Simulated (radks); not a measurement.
Sm43+, 19 electrons, occupied as [Ar] 4s1 (not the ground configuration).

Method: non-relativistic Kohn-Sham, PBE, spin-polarised, spherical densities, point nucleus; open shells are filled with parallel spins first (spin-orbit coupling, left out, can overturn this in heavy ions); relativity is left out, which matters for an element this heavy; computed with a radial shooting solver on a logarithmic mesh with Libxc functionals.

Energy parts (eV):
total: -228822.86
kinetic: 228799.05
electron-nucleus: -486077.17
Hartree: 32143.62
exchange-correlation: -3688.36

Orbitals (lengths in bohr, moments of r in powers of bohr):
| orbital | occ. | eigenvalue (eV) | <1/r> |
|---|---|---|---|
| 1s up | 1 | -46663.49 | 61.46 |
| 1s down | 1 | -46662.52 | 61.46 |
| 2s up | 1 | -9500.270 | 14.41 |
| 2s down | 1 | -9499.491 | 14.41 |
| 2p up | 3 | -9177.158 | 14.39 |
| 2p down | 3 | -9176.407 | 14.39 |
| 3s up | 1 | -3655.485 | 5.896 |
| 3s down | 1 | -3653.516 | 5.898 |
| 3p up | 3 | -3530.358 | 5.848 |
| 3p down | 3 | -3528.445 | 5.849 |
| 3d up | 0 | -3331.450 | 5.744 |
| 3d down | 0 | -3329.860 | 5.746 |
| 4s up | 1 | -1907.413 | 3.116 |
| 4s down | 0 | -1899.830 | 3.122 |
| 4p up | 0 | -1852.450 | 3.085 |
| 4p down | 0 | -1845.047 | 3.092 |
| 4f up | 0 | -1688.639 | 2.940 |
| 4f down | 0 | -1683.721 | 2.949 |
| 5s up | 0 | -1171.011 | 1.937 |

The highest occupied level is 4s up at -1907.4 eV. The configuration is held as typed, so some empty levels lie below it. The spin density at the nucleus is 761.6 e/bohr^3 (1s 2.2, 2s 0.3, 3s -0.8, 4s 759.9). Virial ratio -V/T = 2.00010.
